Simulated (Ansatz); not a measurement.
Geometry optimisation, UKS B3LYP-D4/def2-SVP in Ansatz.

The input (input.yaml):

```yaml
crystal:
  periodic: [false, false, false]
  atoms:
    - { symbol: Hf, position_ang: [0.0, 0.0, 0.0] }
    - { symbol: F, position_ang: [0.0, 0.0, 2.23] }
    - { symbol: Cl, position_ang: [2.3764, 0.0, -0.8392] }
    - { symbol: F, position_ang: [-0.9326, 1.6157, -0.6593] }
    - { symbol: Cl, position_ang: [-1.1869, -2.0563, -0.8392] }
    - { symbol: Cl, position_ang: [0.0, 0.0, 4.03] }
magnetization:
  spin_polarized: true
  initial_magnetization: 1
basis:
  gaussian: { orbitals: def2-SVP }
hamiltonian:
  xc: b3lyp
  dispersion: d4
relax:
  f_tol: 0.15
  max_steps: 25
  restrain:
    - { distance: [1, 5], at: 2.7, k: 30.0 }
    - { distance: [0, 1], at: 1.98, k: 30.0 }
```

Command:

```bash
$ ansatz run input.yaml --threads 4 --pin off --max-ram 5120MiB --backend cpu --events-out ev --progress --plain --runs-dir out
```

**Question.** Where does it end, and by what steps?

**Answer.** The run converged. The restraints hold the end off the free minimum; the threshold counts their pulls, which the force column leaves out. Restrained pairs: F2–Cl6 (1.80 → 2.70 Å), Hf1–F2 (2.23 → 1.95 Å). After 4 steps the energy has fallen by 2.861 eV (the restraints' own energy left out); Cl6 moved furthest, 0.54 Å. The start is strongly strained (largest force component 9 eV/Å), so its close contacts needn't be bonds.

| step | energy less start (eV) | largest force component (eV/Å) | accepted |
| --- | --- | --- | --- |
| 0 | 0.0000 | 8.888 | yes |
| 1 | -2.0658 | 4.083 | yes |
| 2 | -2.7839 | 0.943 | yes |
| 3 | -2.8491 | 1.399 | yes |
| 4 | -2.8609 | 0.971 | yes |

```xyz
6
Properties=species:S:1:pos:R:3
Hf 0.014 -0.023 -0.075
F -0.002 0.004 1.872
Cl 2.222 -0.012 -0.864
F -0.879 1.524 -0.717
Cl -1.100 -1.930 -0.865
Cl 0.002 -0.003 4.572
```

Time of the run: 40 s on 4 threads of Arm Neoverse V1, with other jobs on the host, peak memory 0.47 GiB.
